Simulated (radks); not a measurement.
Task: The mean radii <r> (bohr) of the occupied orbitals of an atom or ion are listed with their occupations. Calculated with a radial shooting solver on a logarithmic mesh with Libxc functionals: scalar-relativistic Kohn-Sham, PBE, spin-polarised, spherical densities, point nucleus.

orbital  occ.      <r>
1s down     1  0.01866
1s up       1  0.01866
2s up       1  0.07894
2s down     1  0.07894
2p up       3  0.07057
2p down     3  0.07057
3s up       1   0.2048
3s down     1   0.2048
3p up       3   0.2049
3p down     3   0.2049
3d up       5   0.1856
3d down     5   0.1856
4s up       1   0.4587
4s down     1   0.4587
4p up       3   0.4877
4p down     3   0.4877
4d up       5   0.5231
4d down     5   0.5230
5s up       1    1.099
5s down     1    1.093
5p up       3    1.281
5p down     3    1.274
4f up       7   0.6391
4f down     7   0.6353
5d up       2    1.837

Name the element and its charge. Open shells, if any, are filled with parallel spins first.

Result: Z = 73, tantalum, charge +3: Ta3+ in [Xe] 4f14 5d2. The 1s radius gives Z: for a bare nucleus <r> = (2 gamma + 1)/(2Z) with gamma = sqrt(1 - (Z/c)^2), 0.01844 bohr for Z = 73, and screening makes it slightly larger (0.01866 here). The occupations add up to 70, and the charge is Z minus that.
